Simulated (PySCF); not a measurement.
**Correlation energy of Mn⁺ (manganese, charge +1)**

[Ar] 3d4 4s1 4p1, one real determinant (an excited configuration). Computed with PySCF 2.14 in x2c-QZVPPall with one added diffuse shell each of s, p, d, f, g type (12s8p6d5f3g, 128 functions), with the spin-free X2C one-electron Hamiltonian (Gaussian nucleus). Frozen: [Ar]; 6 electrons correlated.

MP2 pair energies summed by pair of shells (mhartree):

```csv
pair,energy,share (%)
3d-3d,-42.18,68.0
3d-4s,-11.03,17.8
3d-4p,-6.31,10.2
4s-4p,-2.51,4.0
```

Total MP2 correlation energy: -62.03 mhartree.

Same-spin part -62.03 and opposite-spin part 0.00 mhartree; SCS-MP2 scales them by 1/3 and 6/5 to -20.68 mhartree.

The reference is one real determinant that mixes LS terms of this configuration.
